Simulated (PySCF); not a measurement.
# SMILES C=C[C@@H]1C(C)=C[C@H]1C, C8H12

Geometry:
| atom | x (Å) | y (Å) | z (Å) |
| --- | --- | --- | --- |
| C1 | 2.471 | -1.109 | 0.695 |
| C2 | 1.346 | -0.439 | 0.869 |
| C3 | 0.281 | -0.303 | -0.158 |
| C4 | -0.145 | 1.125 | -0.461 |
| C5 | 0.653 | 2.243 | -1.016 |
| C6 | -1.392 | 0.951 | -0.030 |
| C7 | -1.191 | -0.498 | 0.340 |
| C8 | -2.018 | -1.510 | -0.434 |
| H9 | 2.683 | -1.627 | -0.226 |
| H10 | 3.226 | -1.170 | 1.460 |
| H11 | 1.155 | 0.079 | 1.801 |
| H12 | 0.521 | -0.896 | -1.043 |
| H13 | 0.039 | 3.132 | -1.134 |
| H14 | 1.068 | 1.965 | -1.985 |
| H15 | 1.489 | 2.470 | -0.354 |
| H16 | -2.260 | 1.582 | 0.032 |
| H17 | -1.255 | -0.701 | 1.412 |
| H18 | -1.647 | -2.518 | -0.259 |
| H19 | -1.972 | -1.300 | -1.500 |
| H20 | -3.058 | -1.464 | -0.119 |

Computed with PySCF, TDDFT BHandHLYP/def2-SVPD circular dichroism and optical rotation, one conformer, gas phase. Geometry: GFN2-xTB.

The molecule is flexible and this is one conformer; a measurement averages over conformers. States above about 7.8 eV (minus the energy of the highest occupied orbital) lie near or above the ionisation threshold and depend on the basis.

**Question.** Assign R or S to each stereocentre.

**Answer.** C3 S, C7 R.

**Question.** List the lowest 12 singlet excitations with oscillator and rotatory strengths.

**Answer.** Rotatory strengths R in 10⁻⁴⁰ esu² cm², velocity form and length form (origin at the centre of mass); f in length form.
| state | E (eV) | λ (nm) | f | R (velocity) | R (length) | main |
| --- | --- | --- | --- | --- | --- | --- |
| 1 | 6.76 | 183 | 0.276 | -114.8 | -110.6 | HOMO→LUMO 0.81, HOMO→LUMO+1 0.10 |
| 2 | 7.01 | 177 | 0.054 | -39.0 | -38.0 | HOMO→LUMO+1 0.68, HOMO→LUMO 0.08 |
| 3 | 7.12 | 174 | 0.024 | +21.2 | +21.2 | HOMO−1→LUMO 0.56, HOMO→LUMO+2 0.14 |
| 4 | 7.17 | 173 | 0.083 | -8.2 | -13.1 | HOMO→LUMO+2 0.59, HOMO−1→LUMO 0.13 |
| 5 | 7.35 | 169 | 0.125 | +26.0 | +18.1 | HOMO−1→LUMO+1 0.60, HOMO→LUMO+3 0.10 |
| 6 | 7.52 | 165 | 0.103 | +81.5 | +83.5 | HOMO→LUMO+4 0.34, HOMO→LUMO+3 0.24 |
| 7 | 7.61 | 163 | 0.195 | +30.8 | +33.0 | HOMO→LUMO+3 0.26, HOMO−1→LUMO+2 0.25 |
| 8 | 7.76 | 160 | 0.006 | -17.1 | -17.7 | HOMO→LUMO+5 0.33, HOMO−1→LUMO+3 0.25 |
| 9 | 7.92 | 157 | 0.017 | -6.9 | -7.0 | HOMO→LUMO+4 0.24, HOMO→LUMO+5 0.21 |
| 10 | 7.95 | 156 | 0.0009 | +7.7 | +6.1 | HOMO−2→LUMO 0.39, HOMO−2→LUMO+5 0.12 |
| 11 | 8.01 | 155 | 0.025 | -11.9 | -10.2 | HOMO→LUMO+5 0.23, HOMO→LUMO+4 0.15 |
| 12 | 8.10 | 153 | 0.012 | -15.4 | -13.2 | HOMO−1→LUMO+4 0.31, HOMO→LUMO+6 0.21 |

Among the states computed, the strongest CD band (largest |R|) is state 1. The largest dissymmetry factor in size, g = 4R/(D+G), with D and G the electric and magnetic dipole strengths, is +0.068 for state 10 (velocity form, f = 0.001), among bands with |R| over 0.5. The mirror image has the same energies and oscillator strengths and all R with the opposite sign.
